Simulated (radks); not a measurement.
Sc II, 20 electrons, occupied as [Ar] 3d1 4s1. All-electron calculation, scalar-relativistic Kohn-Sham, LB94 model potential, spin-unpolarised, spherical densities, finite nucleus; Fermi nuclear charge, rms radius 3.5459 fm. Program: a radial shooting solver on a logarithmic mesh with Libxc functionals.

Unscreened Slater integrals over Kohn-Sham orbitals (cm^-1).

| integral | value |
|---|---|
| F0(4s,4s) | 62705 |
| F0(4s,3d) | 77008 |
| G2(4s,3d) | 13290 |
| F0(4s,3p) | 80181 |
| G1(4s,3p) | 6282.7 |
| F0(4s,3s) | 80866 |
| G0(4s,3s) | 4400.9 |
| F0(3d,3d) | 130260 |
| F2(3d,3d) | 59324 |
| F4(3d,3d) | 36733 |
| F0(3d,3p) | 146890 |
| F2(3d,3p) | 68040 |
| G1(3d,3p) | 85186 |
| G3(3d,3p) | 50752 |
| F0(3d,3s) | 151490 |
| G2(3d,3s) | 63642 |
| F0(3p,3p) | 169920 |
| F2(3p,3p) | 84861 |
| F0(3p,3s) | 176260 |
| G1(3p,3s) | 116800 |
| F0(3s,3s) | 183370 |

Derived for the open shells (J is the average intra-shell exchange parameter used in DFT+U). 3d: Racah B = F2/49 - 5 F4/441 = 794.2 cm^-1, C = 35 F4/441 = 2915 cm^-1, C/B = 3.67, F4/F2 = 0.619, J = (F2 + F4)/14 = 6861 cm^-1.
